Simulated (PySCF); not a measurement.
SMILES C=CC[Si](O)(OC)OC (GFN2-xTB optimised geometry):

```
21

C      2.873    -0.385    -2.264
C      2.367     0.290    -1.246
C      1.834    -0.323     0.000
Si    -0.072    -0.323     0.000
O     -0.640    -1.171    -1.283
O     -0.770    -0.984     1.308
C     -0.883    -2.343     1.636
O     -0.455     1.251     0.000
C     -1.719     1.839     0.168
H      2.965    -1.459    -2.239
H      3.226     0.102    -3.157
H      2.279     1.367    -1.298
H      2.190    -1.350     0.087
H      2.201     0.231     0.862
H     -0.276    -1.016    -2.150
H     -1.600    -2.426     2.454
H      0.082    -2.739     1.959
H     -1.235    -2.918     0.779
H     -2.367     1.604    -0.679
H     -2.190     1.478     1.083
H     -1.574     2.918     0.229
```

Level of theory: PySCF with B3LYP/def2-SVP.

What are the frontier orbital energies and the dipole moment?

HOMO-2 -7.98 eV, HOMO-1 -7.74 eV, HOMO -6.72 eV, LUMO 0.35 eV, LUMO+1 1.23 eV; dipole moment 0.68 D.

On the same geometry PBE/def2-SVP (PySCF) gives HOMO-2 -6.65 eV, HOMO-1 -6.37 eV, HOMO -5.76 eV, LUMO -0.47 eV, LUMO+1 0.64 eV; dipole moment 0.68 D.

Meta-Löwdin charges at B3LYP/def2-SVP: C1 -0.26, C2 -0.06, C3 -0.44, Si4 1.41, O5 -0.72, O6 -0.61, C7 -0.06, O8 -0.61, C9 -0.06, H10 0.09, H11 0.10, H12 0.10, H13 0.10, H14 0.11, H15 0.33, H16 0.10, H17 0.09, H18 0.09, H19 0.09, H20 0.09, H21 0.10.
